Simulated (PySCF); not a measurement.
A PySCF script (with the pyscf-properties extension) for the NMR shieldings of 1,2-dimethoxybenzene, C$_{8}$H$_{10}$O$_{2}$, on a PBE0-D3(BJ)/def2-SVP geometry:

```python
import basis_set_exchange as bse
import numpy as np
from pyscf import gto, dft
from pyscf.prop import nmr

atoms = """
C    -3.058811   -0.687536    1.025605
O    -1.671917   -0.752270    0.875796
C    -0.993472    0.392995    0.671472
C    -1.569280    1.657896    0.593757
C    -0.774560    2.791148    0.379701
C     0.597540    2.658674    0.243437
C     1.189843    1.391568    0.318886
C     0.411822    0.257004    0.530554
O     0.886328   -1.000767    0.617125
C     2.262714   -1.203722    0.496351
H    -3.351892   -0.074134    1.896902
H    -3.408203   -1.715940    1.183832
H    -3.552715   -0.278106    0.125768
H    -2.648344    1.772020    0.700067
H    -1.246425    3.774180    0.321709
H     1.226367    3.535650    0.076571
H     2.270638    1.297882    0.210307
H     2.828788   -0.676454    1.285576
H     2.433609   -2.282951    0.600124
H     2.643731   -0.875691   -0.487780
"""
names = dict.fromkeys(["C", "O", "H"], "pcSseg-1")
basis = {el: gto.basis.parse(bse.get_basis(n, elements=[el], fmt="nwchem")) for el, n in names.items()}
mol = gto.M(atom=atoms, basis=basis, charge=0, verbose=0)
mf = dft.RKS(mol, xc="HYB_GGA_XC_MPW1PW")
mf.grids.level = 2
mf.grids.alignment = dft.numint.BLKSIZE   # the property module wants whole blocks of grid points
mf.conv_tol = 1e-9
mf.kernel()

calc = nmr.RKS(mf)   # GIAO
C = mf.mo_coeff
Co = C[:, mf.mo_occ > 0]
resp = mf.gen_response(singlet=True, hermi=2)
def vind(x):   # induced exchange potential for any number of trial vectors
    d = np.einsum("pi,xij,qj->xpq", C, 2 * x.reshape(-1, C.shape[1], Co.shape[1]), Co, optimize=True)
    return np.einsum("xpq,pi,qj->xij", resp(d - d.transpose(0, 2, 1)), C, Co, optimize=True).ravel()
mo1, _ = nmr.rhf.solve_mo1(calc, with_cphf=vind)
sigma = calc.kernel(mo1)
for i, s in enumerate(sigma):   # ppm
    w = np.linalg.eigvalsh((s + s.T) / 2)
    print("%2d %-2s iso %8.1f  s11 %8.1f  s22 %8.1f  s33 %8.1f" % (i, mol.atom_pure_symbol(i), w.mean(), *w))
```

**Question.** What are the results?

**Answer.** 
```
 0 C  iso    129.9  s11    102.1  s22    111.9  s33    175.7
 1 O  iso    242.9  s11    144.7  s22    260.9  s33    323.0
 2 C  iso     29.4  s11    -36.9  s22     11.3  s33    113.8
 3 C  iso     71.2  s11    -18.1  s22     54.6  s33    177.0
 4 C  iso     58.9  s11    -48.0  s22     51.8  s33    173.0
 5 C  iso     58.9  s11    -48.0  s22     51.8  s33    172.9
 6 C  iso     71.2  s11    -18.0  s22     54.6  s33    177.0
 7 C  iso     29.4  s11    -36.8  s22     11.3  s33    113.7
 8 O  iso    242.9  s11    144.8  s22    261.0  s33    323.0
 9 C  iso    129.9  s11    102.1  s22    111.9  s33    175.8
10 H  iso     27.9  s11     24.3  s22     25.4  s33     34.0
11 H  iso     27.2  s11     22.5  s22     26.0  s33     33.3
12 H  iso     27.9  s11     24.3  s22     25.3  s33     34.0
13 H  iso     24.8  s11     20.4  s22     24.5  s33     29.5
14 H  iso     24.4  s11     20.8  s22     25.6  s33     26.8
15 H  iso     24.4  s11     20.8  s22     25.6  s33     26.8
16 H  iso     24.8  s11     20.4  s22     24.5  s33     29.4
17 H  iso     27.9  s11     24.3  s22     25.3  s33     34.0
18 H  iso     27.2  s11     22.5  s22     26.0  s33     33.3
19 H  iso     27.9  s11     24.3  s22     25.3  s33     34.0
```

These numbers come from an equivalent density-fitted implementation of the same equations, which agrees with the script to about 0.01 ppm for H and up to a few tenths of a ppm for heavy atoms, so last digits may differ.

**Question.** Turn these shieldings into chemical shifts. References, each an isolated molecule treated in the same way: $^{13}$C (183.54 ppm) and $^{1}$H (31.32 ppm) vs TMS; H2O for $^{17}$O (333.30 ppm).

**Answer.** Averaging equivalent atoms: C 2/7: 154.2; C 4/5: 124.6; C 3/6: 112.4; C 0/9: 53.7; O 1/8: 90.4; H 14/15: 6.90; H 13/16: 6.53; H 10/11/12/17/18/19: 3.64 ppm. Experimental scales use liquid or dissolved standards, which lie at an offset from isolated H2O (liquid H2O: subtract about 36 ppm).

Size and cost of the density-fitted run: 220 basis functions, 72 s wall time on 1 thread of an Arm Neoverse N1, shared host.
